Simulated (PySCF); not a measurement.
# Electronic structure of Cr (chromium, neutral) at the UHF level

Configuration: [Ar] 3d4 4s1 4p1, one real determinant (an excited configuration). Computed with PySCF 2.14 in aug-cc-pVTZ (8s7p5d3f2g, 93 functions), with no relativity, point nucleus.

- Total energy: -1043.282085 hartree
- One-electron energy: -1434.2914 hartree
- Hartree (Coulomb) energy: 438.6075 hartree
- Exchange energy: -47.5981 hartree
- Kinetic energy: 1043.32739 hartree
- ⟨S²⟩: 12.0015
- ⟨L²⟩: 7.959
- Sum of ⟨r⟩: 22.17 bohr
- Sum of ⟨r²⟩: 48.95 bohr²
- Traceless quadrupole moment −½Σ⟨3z² − r²⟩ along its main axis: -9.26 e·bohr²
- Density at the nucleus (Gaussians lack the cusp): 9260 bohr⁻³
- Spin density at the nucleus: 2.71 bohr⁻³
- Langevin diamagnetic susceptibility: -38.8 ×10⁻⁶ cm³/mol

| shell | electrons | mean orbital energy (hartree) | spread (hartree) | rms radius, mean of both spins (bohr) |
| --- | --- | --- | --- | --- |
| 1s α | 1 | -220.62489 | 0 | 0.0743 |
| 1s β | 1 | -220.62035 | 0 | 0.0743 |
| 2s α | 1 | -26.51930 | 0 | 0.319 |
| 2s β | 1 | -26.42181 | 0 | 0.319 |
| 2p α | 3 | -22.44559 | 0.00407 | 0.288 |
| 2p β | 3 | -22.35019 | 0.02675 | 0.288 |
| 3s α | 1 | -3.68669 | 0 | 0.972 |
| 3s β | 1 | -3.37064 | 0 | 0.972 |
| 3p α | 3 | -2.47069 | 0.05160 | 1.05 |
| 3p β | 3 | -2.09226 | 0.06176 | 1.05 |
| 3d α | 4 | -0.60730 | 0.03934 | 1.39 |
| 4s α | 1 | -0.33591 | 0 | 3.50 |
| 4p α | 1 | -0.18767 | 0 | 4.45 |

⟨L²⟩ = 7.96 against 12 for a pure F term, so this real determinant mixes terms.

Spin-orbit constants ζ (cm⁻¹) from the X2C one-electron operator on these orbitals (non-relativistic here): bare nucleus, nucleus screened by l(l+1)(2l+1)/3 electrons, and screened by the Breit-Pauli mean field of the electrons.

| shell | bare | screened nucleus | mean field |
| --- | --- | --- | --- |
| 2p | 47750 | 43780 | 41920 |
| 3p | 5510 | 5051 | 4800 |
| 3d | 469.3 | 273.7 | 241.8 |
| 4p | 216.5 | 198.4 | 186.7 |

To first order the Landé constant is A = 37.25 cm⁻¹, so the lowest level has J = 0 and lies 0.0554 eV below the centre of the term. This holds in LS coupling only.
